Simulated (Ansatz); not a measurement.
Basis sets compared for BMe2(dmap) (C₇H₁₈BNO). The state is a singlet with charge 0. Geometry PBE-D4/def2-SVP. Ansatz on 4 threads of Intel Xeon Platinum 8259CL on a shared host; times are rough, and most runs start from earlier orbitals.

Cartesian coordinates in Å:
```
B -0.015 -0.921 -0.481
C 0.369 -1.887 0.771
H 0.877 -1.401 1.632
H 1.089 -2.639 0.383
H -0.491 -2.464 1.176
C -0.933 -1.653 -1.587
H -1.097 -1.054 -2.507
H -1.926 -1.969 -1.197
H -0.426 -2.588 -1.910
O 1.111 -0.193 -1.084
C 1.497 0.943 -0.352
C 2.858 0.785 0.326
C 0.362 1.233 0.669
N -0.831 0.496 0.165
C -1.814 0.213 1.228
C -1.474 1.250 -0.936
H 1.572 1.809 -1.059
H 3.631 0.563 -0.435
H 3.156 1.711 0.863
H 2.839 -0.055 1.050
H 0.613 0.819 1.664
H 0.138 2.314 0.790
H -2.263 1.152 1.616
H -1.321 -0.329 2.053
H -2.616 -0.427 0.813
H -0.749 1.363 -1.762
H -2.345 0.682 -1.309
H -1.808 2.247 -0.580
```

Binding counts from free atoms (B doublet, C triplet, H doublet, O triplet, N quartet) in the same basis, without a counterpoise term.

| level | functions | energy (Eh) | HOMO (eV) | LUMO (eV) | binding per atom (eV) | wall time |
| --- | --- | --- | --- | --- | --- | --- |
| HF/STO-3G | 68 | -424.3888 | -7.14 | 13.11 | 3.82 | 0.75 s |
| PBE-D4/def2-SVP | 230 | -431.5878 | -4.76 | 0.33 | 4.27 | 3.9 s |
| PBE0-D4/def2-SVP | 230 | -431.6577 | -6.27 | 1.20 | 4.21 | 6 s |

**Question.** Estimate the rows for HF/def2-TZVP (with forces), PBE-D4/def2-TZVP, PBE0-D4/def2-TZVP.

**Answer.** 
| level | functions | energy (Eh) | HOMO (eV) | LUMO (eV) | binding per atom (eV) | wall time |
| --- | --- | --- | --- | --- | --- | --- |
| HF/def2-TZVP (with forces) | 418 | -429.7436 | -10.02 | 3.29 | 3.06 | 20 s |
| PBE-D4/def2-TZVP | 418 | -432.0590 | -4.97 | -0.10 | 4.22 | 8 s |
| PBE0-D4/def2-TZVP | 418 | -432.1192 | -6.42 | 0.70 | 4.16 | 15 s |
